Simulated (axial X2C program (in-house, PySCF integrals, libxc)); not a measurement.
**Working with the constants of GaBr**

A bond curve at the CCSD(T) level, 2c, was computed with an in-house relativistic program for diatomic molecules (basis Br dyall-cv3z [8s9p6d4f1g], Ga dyall-cv3z [9s9p7d4f1g] (cores contracted in-house)) for the state Ω = 0 (closed shell). Its fit gives Re = 2.3814 Å, ωe = 264.0 cm⁻¹, ωexe = 0.66 cm⁻¹ and αe = 3.113e-04 cm⁻¹; the masses are 78.9183 and 68.9256 u. Two-component means X2C with spin–orbit coupling and atomic mean-field Coulomb and Gaunt terms.

Correlated methods: 10 electrons correlated (number of frozen shells: Br 3 s, 2 p, 1 d; Ga 3 s, 2 p, 1 d), 274 virtual spin orbitals or spinors in MP2, 90 natural virtuals in coupled cluster.

**Question.** Find the reduced mass, Be and the force constant.

**Answer.** From the CCSD(T) values: μ = 36.7921 u. Be = 16.8576/(μ Re²) = 0.08079 cm⁻¹. k = 5.8918×10⁻⁷ μ ωe² = 1.51 mdyn/Å.

**Question.** A Morse curve ties αe to the other constants (Pekeris). How well does that hold?

**Answer.** αe(Morse) = 6Be²/ωe × (√(ωexe/Be) − 1) = 2.757e-04 cm⁻¹; the CCSD(T) curve gives 3.113e-04 cm⁻¹, a ratio of 0.89.

**Question.** Estimate De from a Morse curve and compare with the computed well depth of 4.020 eV to Br + Ga.

**Answer.** De(Morse) = ωe²/(4ωexe) = 3.273 eV against 4.020 eV computed, a ratio of 0.81. The extrapolation falls short: long-range attraction (ionic or ion–induced dipole) or a change of character along the curve can cause this.

**Question.** Where do the fundamental and the first overtone lie?

**Answer.** ν(1←0) = ωe − 2ωexe = 262.7 cm⁻¹; ν(2←0) = 2ωe − 6ωexe = 524.0 cm⁻¹.

**Question.** Give B0, the J = 1←0 line in GHz and the most populated J at 300 K (kT = 208.5 cm⁻¹).

**Answer.** B0 = Be − αe/2 = 0.08064 cm⁻¹; 2B0 = 4.835 GHz; J(max) ≈ √(kT/2B0) − 1/2 = 35.5, so J = 35.

The state is one determinant whose occupation by symmetry is held fixed; it was picked as the lowest of a PBE0 search that is not exhaustive. De is counted from the lowest determinant-based energies of the atoms at the same level, without counterpoise correction. CCSD and (T) use frozen natural virtuals with an MP2 correction for the truncation; (T) itself is uncorrected, so its De runs slightly low. With the outer-core shells frozen, correlated bond lengths of heavy atoms tend to come out a few hundredths of an ångström too long.
